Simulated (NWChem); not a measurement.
**Basis-set convergence for F2Pb**

```xyz
3

Pb     0.0000     0.0000     0.2472
F      1.5391     0.0000    -1.1261
F     -1.5391     0.0000    -1.1261
```
Charge 0, spin multiplicity 1.

The numbers come from NWChem runs, not from measurements. All single points use one geometry, from B3LYP/def2-SVP with def2 effective core potentials on Pb, a minimum by its harmonic frequencies.

Quantity: LUMO energy at the level PBE.

Effective core potentials replace the inner electrons of Pb; spin-orbit coupling is left out. The structure started from a generated list of species.

Relative cost: rough, from shared machines, SCF included, def2-SVP = 1.

| basis | functions | LUMO energy (eV) | relative cost |
|---|---|---|---|
| def2-SVP | 54 | -3.27 | 1 |
| def2-SVPD | 78 | -3.65 | under 3 |
| def2-TZVPP | 112 | -3.51 | under 3 |
| def2-TZVP | 112 | -3.51 | under 3 |
| def2-TZVPD | 136 | -3.61 | 3 |
| def2-QZVP | 196 | -3.57 | 10 |

Smallest basis within 0.1 eV of def2-QZVP, the largest set run: def2-SVPD, with 78 functions against 196 and about 10 % of the time (also within reach: def2-TZVPP, def2-TZVP, def2-TZVPD). def2-QZVP isn't the basis-set limit itself, and a small set can land close by cancellation.
